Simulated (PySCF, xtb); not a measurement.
MoOCl2, SMILES [Cl][Mo](=[O])[Cl] (connectivity only; charge and spin as stated), neutral, multiplicity 3.

Harmonic wavenumbers (cm⁻¹) from GFN2-xTB in xtb at its own minimum, in rising order: 62, 110, 152, 319, 351, 967.

**Question.** What does PBE0-D3(BJ)/def2-SVP (PySCF) give at its own minimum? (Estimate from the structure and the level; the computed values follow.)

**Answer.** 98, 115, 185, 384, 434, 1089. Paired by order, the mean absolute difference is 57 cm⁻¹ and the zero-point energies are 2.8 and 3.3 kcal/mol.
